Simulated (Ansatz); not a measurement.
Job for Ansatz (a program for electronic structure): R-r2SCAN/def2-TZVPP on NH3 (SMILES N).

Ansatz 0.2 input:
```yaml
crystal:
  periodic: [false, false, false]
  atoms:
    - {symbol: N, position_ang: [0.00000000, -0.00002166, 0.27906864]}
    - {symbol: H, position_ang: [-0.00000000, 0.94280068, -0.09306197]}
    - {symbol: H, position_ang: [0.81651180, -0.47143951, -0.09305334]}
    - {symbol: H, position_ang: [-0.81651180, -0.47143951, -0.09305334]}
basis:
  gaussian:
    orbitals: def2-TZVPP
hamiltonian:
  xc: {name: r2SCAN}
scf: {lower_state_search: off}
```

Output:

```
WARN ansatz: RAYON_NUM_THREADS=4 ignored (pool sized by the plan → 4); use --threads N
Functional definition: r2SCAN
these checks for a lower state are left out or cut short: stability, starts, cluster_reference, orbital_swaps, neighbouring_geometries, increment
integrals: 0.01 GiB planned
332 factors; their error is unknown
mean field: 0.13 GiB planned
mean field evaluation 1: about -1531.9755 eV, gradient 6.1e1 eV
mean field evaluation 2: about -1522.7153 eV, gradient 8.5e1 eV
mean field evaluation 4: about -1538.7671 eV, gradient 5.4e-1 eV
mean field evaluation 8: about -1538.7639 eV, gradient 2.1e-1 eV
mean field evaluation 16: about -1538.7639 eV, gradient 3.3e-7 eV
mean field -1538.76391709 eV, -56.5485309416 hartree, gradient 3.3e-7 eV, S^2 0.000000; 0 other end points of the search recorded, 0 dependent functions left out
reference -1538.76392355 eV, -56.5485311790 hartree; 5, 5 occupied and 68, 68 virtual orbitals, 332 factors
Total energy: -1538.76392355 eV, -56.5485311790 hartree
Checks for a lower state left out: stability, starts, cluster_reference, orbital_swaps, neighbouring_geometries, increment
```

The calculation finished and met its thresholds.

Cost: very roughly 0.8 core-seconds.
